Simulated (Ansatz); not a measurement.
Input file for Ansatz (an electronic-structure program): R-CCSD(T)/cc-pVQZ on C2H2F2 (SMILES F/C=C\F).

Ansatz 0.2 input:
```yaml
crystal:
  periodic: [false, false, false]
  atoms:
    - {symbol: F, position_ang: [1.41384294, 1.01193111, -0.03750411]}
    - {symbol: C, position_ang: [0.65792021, -0.09376415, -0.00663637]}
    - {symbol: C, position_ang: [-0.66234201, -0.05351608, 0.00952862]}
    - {symbol: F, position_ang: [-1.35004594, 1.09619050, -0.00358609]}
    - {symbol: H, position_ang: [1.21611228, -1.01839732, 0.00390957]}
    - {symbol: H, position_ang: [-1.27538748, -0.94244406, 0.03438838]}
basis:
  gaussian:
    orbitals: cc-pVQZ
magnetization: {spin_polarized: false}
correlation: {method: ccsd_t, electrons: outside_noble_gas}
scf: {lower_state_search: off}
```

Program output:

```
WARN ansatz: RAYON_NUM_THREADS=4 ignored (pool sized by the plan → 4); use --threads N
Functional definition: HF
these checks for a lower state are left out or cut short: stability, starts, cluster_reference, orbital_swaps, neighbouring_geometries, increment
integrals: 2.21 GiB planned
1694 factors; integrals over basis functions are off by at most 6.3e-4 eV
mean field: 1.00 GiB planned
mean field evaluation 1: about -7504.7623 eV, gradient 2.8e1 eV
mean field evaluation 2: about -7504.7645 eV, gradient 2.8e1 eV
mean field evaluation 4: about -7506.3664 eV, gradient 3.9e0 eV
mean field evaluation 8: about -7506.3993 eV, gradient 9.5e-5 eV
mean field -7506.39930966 eV, -275.8550866099 hartree, gradient 1.8e-6 eV, S^2 0.000000; 0 other end points of the search recorded, 0 dependent functions left out
4 core orbitals not correlated
reference -7506.39930966 eV, -275.8550866099 hartree; 12, 12 occupied and 264, 264 virtual orbitals, 1694 factors
second order -24.01053742 eV of doubles, -0.00000000 eV of singles
coupled cluster: 8.35 GiB planned
cycle   1  -23.61307626 eV  change    4.0e-1 eV  update   9.8e-2
cycle   2  -24.10649968 eV  change   -4.9e-1 eV  update   3.2e-2
cycle   3  -24.23697990 eV  change   -1.3e-1 eV  update   1.6e-2
cycle   4  -24.22083245 eV  change    1.6e-2 eV  update   3.7e-3
cycle   5  -24.21845333 eV  change    2.4e-3 eV  update   1.4e-3
cycle   6  -24.21996250 eV  change   -1.5e-3 eV  update   3.5e-4
cycle   7  -24.21978962 eV  change    1.7e-4 eV  update   1.2e-4
cycle   8  -24.21970302 eV  change    8.7e-5 eV  update   3.5e-5
cycle   9  -24.21970247 eV  change    5.5e-7 eV  update   1.4e-5
perturbative correction -0.92829316 eV, -0.0341141443 hartree
Total energy: -7531.54730529 eV, -276.7792584034 hartree
Checks for a lower state left out: stability, starts, cluster_reference, orbital_swaps, neighbouring_geometries, increment
```

The run converged.

Cost: around 9 core-minutes (rough).
